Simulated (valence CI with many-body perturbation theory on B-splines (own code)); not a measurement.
# As III: magnetic and hyperfine properties of the levels

Computed by relativistic CI+MBPT: three valence electrons over a frozen Dirac-Fock core [Ar] 3d10, a basis of 11 s, 11 p, 9 d, 7 f, 5 g, 2 h, 1 i functions for each j, with the one-electron correlation potential Σ1 (screened to all orders), the two-electron term Σ2, the three-electron term Σ3, Breit, model QED; selected single and double excitations, second order for the rest, scaled by the run's own slope (own B-spline code, finite nucleus).

Set against measurement, 13 paired levels are off by 202 cm⁻¹ on average, the worst by 431. These come from a selection out of Moore, Atomic Energy Levels, vol. II, NSRDS-NBS 35 (1971 reprint of NBS Circular 467, 1952), an old analysis. Levels without a partner in it may be off by more.

A/g_I is the dipole constant over the nuclear g factor μ/I (μ in nuclear magnetons, uniformly magnetised nucleus), B/Q the quadrupole constant per barn. Both hold the static response of the core; the bare values leave it out. Large factors of s and p1/2 electrons are usually good to 5 to 10 %; those of open d and f shells near neutrality can be off by tens of per cent, and small factors of p3/2, d and f electrons come from cancelling terms and can be off by a factor of two or in sign, in half-filled shells by more. B is blank for J = 1/2, where it vanishes, and for nearly pure S terms. Energies count from the lowest level.

Names give the largest LS component (configuration and term), which can be under half, so a name can repeat, a term be missing and a line seem to break the LS rules; names also repeat where a configuration has a term twice. Letters in brackets count levels of one name in rising energy.

```csv
Level,E (cm⁻¹),g,A/g_I (MHz),A/g_I bare,B/Q (MHz/b),B/Q bare
4s²4p ²P°_1/2,0.0,0.666,3010,2750,,
4s²4p ²P°_3/2,2932,1.334,561,481,1080,912
4s4p² ⁴P_1/2,65157,2.668,8310,7440,,
4s4p² ⁴P_3/2,66325,1.734,3750,3370,954,804
4s4p² ⁴P_5/2,68019,1.599,3670,3300,-1230,-1040
4s4p² ²D_3/2,85004,0.801,-1390,-1260,1340,1130
4s4p² ²D_5/2,85326,1.203,3230,2930,1910,1610
4s²5s ²S_1/2,106624,1.990,3570,3260,,
4s4p² ²S_1/2,107473,1.932,14400,13100,,
4s4p² ²P_1/2,113842,0.750,2940,2710,,
4s4p² ²P_3/2,115338,1.294,-867,-815,-1030,-880
4s²4d ²D_3/2,117514,0.839,-337,-309,279,220
4s²4d ²D_5/2,117607,1.200,630,567,457,368
4s²5p ²P°_1/2,131298,0.666,666,607,,
4s²5p ²P°_3/2,132015,1.334,227,202,277,238
4s²6s ²S_1/2,162458,2.002,1340,1230,,
4s²4f ²F°_7/2,163827,1.143,28.3,26.1,36.9,20.8
4s²4f ²F°_5/2,163835,0.857,6.77,6.69,31.0,17.4
4s²5d ²D_3/2,165361,0.800,15.5,12.1,39.6,26.5
4s²5d ²D_5/2,165447,1.200,46.9,40.8,55.7,37.2
4p³ ²D°_3/2,166103,0.805,-540,-477,-216,-191
4p³ ²D°_5/2,166606,1.200,1590,1430,-634,-548
4s²6p ²P°_1/2,172313,0.666,220,201,,
4s²6p ²P°_3/2,172616,1.335,223,201,139,120
4p³ ⁴S°_3/2,174156,1.988,7.14,-37.4,,
4s4p4d ⁴F°_3/2,176527,0.403,-2240,-2020,598,482
4s4p4d ⁴F°_5/2,177150,1.031,758,682,494,393
4s4p4d ⁴F°_7/2,178081,1.240,1710,1540,731,584
4s4p4d ⁴F°_9/2,179404,1.334,2030,1830,1380,1120
4s4p5s ⁴P°_1/2,180606,2.652,9720,8790,,
4s4p5s ⁴P°_3/2,181615,1.726,5640,5100,-1000,-850
4s4p5s ⁴P°_5/2,183506,1.599,4200,3800,1220,1030
4p³ ²P°_1/2,184949,0.670,780,718,,
4p³ ²P°_3/2,185189,1.341,1430,1270,158,125
4s²7s ²S_1/2,186893,2.002,650,596,,
4s4p4d ⁴D°_3/2,186953,1.289,1140,1020,283,233
4s4p4d ⁴D°_1/2,186965,0.125,-5290,-4780,,
4s²5f ²F°_5/2 [a],186969,1.199,1340,1200,287,228
4s²5f ²F°_7/2,186995,1.146,54.4,49.2,30.4,19.9
4s²5f ²F°_5/2 [b],187056,1.115,1050,949,228,180
```

(1) Take the isotope of mass number 75, with I = 3/2, μ = 1.4383 μN and Q = 0.311 b. What is the hyperfine structure of 4s4p² ⁴P_1/2?

Results:

(1) From the table A = 7960 MHz. Shifts from the centre of gravity in MHz: F = 1: -9950, F = 2: 5970.
